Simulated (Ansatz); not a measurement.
Reactions of C2H7FSn (`C[CH2][SnH2][F]`).

Computed with Ansatz on PBE0-D4/def2-TZVP structures; ΔE is electronic, products minus reactants. CCSD(T)/CBS adds triple-zeta CCSD(T) − MP2 to the extrapolated MP2 energy (def2 sets, frozen cores). This one scheme is used for every species. DFT in def2-TZVPP. def2 core potentials past Kr. For As, Br, Sn outer-core shells are correlated without core-valence functions, which leaves a few kJ/mol of doubt a bond. Scalar relativity is left out up to krypton. One conformer a species, not always the lowest.

```csv
reaction,ωB97X-V (kJ/mol),PBE0-D4 (kJ/mol),CCSD/CBS(def2) (kJ/mol)
`C[CH2][SnH2][F]` + HBr → `[F][SnH2][Br]` + `CC`,-125,-125,-124
`C[CH2][SnH2][F]` + H₂ → `C[CH2][SnH3]` + H–F,49,38,42
`C[CH2][SnH2][F]` + `N=C=O` → `O=C=[N][SnH2][F]` + `CC`,-70,-64,-69
`C[CH2][SnH2][F]` + `[AsH3]` → `[F][SnH2][AsH2]` + `CC`,-74,-81,-76
`C[CH2][SnH2][F]` + `N[SiH](O)O` → `CN[SiH](O)O` + `[CH3][SnH2][F]`,25,26,29
`C[CH2][SnH2][F]` → `C[CH2][Sn][F]` + H₂,51,44,40
`C[CH2][SnH2][F]` + SiH₄ → `C[CH2][SnH2][SiH3]` + H–F,46,25,35
`C[CH2][SnH2][F]` + H₂ → `[F][SnH3]` + `CC`,-41,-40,-35
```

Give the CCSD(T)/CBS values in the same order. (Estimate.)

Ansatz gave: -122, 45, -67, -75, 30, 39, 33, -30 kJ/mol.

Largest T1 diagnostic: 0.018, for `N=C=O`.
